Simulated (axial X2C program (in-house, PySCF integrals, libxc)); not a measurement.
# Nuclear properties of ClGeCl

Calculated with an in-house all-electron X2C program for linear molecules (integrals from PySCF): two-component X2C with atomic mean-field Coulomb and Gaunt terms, Gaussian nuclei, basis Cl dyall-av3z, Ge dyall-v3z with contracted cores.

Cl–Ge–Cl held linear, with bonds 2.322 and 2.322 Å (near the PBE0 minimum at charge 0 of the determinant lowest at the starting distance; the state shown can have its own minimum elsewhere, held linear; other orders of the atoms were not compared).

Determinant lowest in the PBE0 search, Ω = 0 (closed shell), highest spinor 65% Cl p, 14% Ge s, 13% Ge d:

| level | qzz Cl (a.u.) | qzz Ge (a.u.) |
| --- | --- | --- |
| PBE0 | -0.04 | -2.72 |
| HF | 0.00 | -2.58 |
| BHandHLYP | -0.04 | -2.71 |

Determinant 1.76 eV from it at PBE0 and this distance, Ω = 2 (⟨Sz⟩ = 1.00, ⟨Lz⟩ = 1.00 at PBE0), spin on the atoms Cl 0.18, Ge 0.63, Cl 0.18:

```
    level  A∥/gI Cl (MHz)  qzz Cl (a.u.)  A∥/gI Ge (MHz)  qzz Ge (a.u.)
     PBE0             102           2.90            1070          -0.15
       HF             116           2.97            1230          -0.40
BHandHLYP             106           3.01            1130          -0.20
```

A∥ (defined per Ω) follows by multiplying with gI = μI/(I μN); qzz is the electric field gradient, eQq0 = 234.96 MHz × Q/barn × qzz. The operators were transformed with the bare-nucleus X2C matrices; with these basis sets, hyperfine constants and field gradients can be off by tens of per cent, and where levels differ in sign neither size nor sign is settled.

(1) With Q(73Ge) = -0.196 barn (Q from Pyykkö, Mol. Phys. 2018), turn the PBE0 values of the first state into constants in MHz.

The molecule was held linear; bending was not examined, so a bent shape may lie lower.

Each state is one determinant with collinear spin, which with several unpaired electrons need not be a pure state. Unrestricted Hartree–Fock can overshoot spin polarisation at the nuclei. With several open shells hyperfine constants can be off by a factor of several. Open-shell Ω = 0 determinants with evenly filled partner blocks cannot be reached by this program, so the Ω shown need not be the lowest component. The search compared states at one distance, so a state with another bond length can lie lower. Where a field gradient or hyperfine factor spreads by more than a factor of two over the levels, a constant derived from it is not to be relied on. PBE0 term energies can be off by some tenths of an eV.

Results:

(1) eQq0(73Ge) = 234.96 × (-0.196) × (-2.72) = 125 MHz.
